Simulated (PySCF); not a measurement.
Si(F)(Cl)(Br)(NH2) (BrClFH2NSi), SMILES N[Si](F)(Cl)Br. Atoms are numbered in the order given.

```xyz
7

N      2.0418    -0.1744     0.4401
Si     0.3947     0.1879     0.5224
F     -0.2849    -0.0957     1.9617
Cl     0.1190     2.1774     0.1698
Br    -0.6978    -1.0551    -0.9123
H      2.3859    -1.1059     0.2399
H      2.7580     0.4707     0.7529
```
Charge 0, spin multiplicity 1.

Geometry: ωB97X-D3(BJ)/def2-SVP. This is a generated structure with no PubChem entry under its InChIKey; it may be hypothetical. Other conformers were not sampled.

Two levels are set side by side: PBE/pcSseg-1 (PySCF) and HF/pcSseg-1 (PySCF). GIAO shifts against CFCl3 (¹⁹F), HCl (³⁵Cl), NH3 (¹⁵N), TMS (²⁹Si), TMS (¹H) at the same level; non-relativistic, no solvent, atoms listed together averaged. Without spin–orbit terms, shifts of atoms bonded to Cl or Br come out too high at both levels. Differences are taken from unrounded values.

| quantity | HF |
|---|---|
| δ(¹⁵N) of N1 (ppm) | 36.5 |
| δ(²⁹Si) of Si2 (ppm) | -20.1 |
| δ(¹⁹F) of F3 (ppm) | -69.8 |
| δ(³⁵Cl) of Cl4 (ppm) | 32.5 |
| δ(¹H) of H6, H7 (ppm) | 2.19 |

Task: What does PBE give, and how far is it from HF? (The exact figures need the calculation; the answer reports its results.)

Result: 
```json
[
 {"quantity": "δ(¹⁵N) of N1 (ppm)", "PBE": "56.5", "PBE minus HF": "20.0"},
 {"quantity": "δ(²⁹Si) of Si2 (ppm)", "PBE": "-10.9", "PBE minus HF": "9.2"},
 {"quantity": "δ(¹⁹F) of F3 (ppm)", "PBE": "-92.9", "PBE minus HF": "-23.1"},
 {"quantity": "δ(³⁵Cl) of Cl4 (ppm)", "PBE": "108.4", "PBE minus HF": "75.8"},
 {"quantity": "δ(¹H) of H6, H7 (ppm)", "PBE": "1.93", "PBE minus HF": "-0.26"}
]
```

Rough cost on one machine, each run with all the roots and properties that it gave: HF against PBE within a factor of 2.
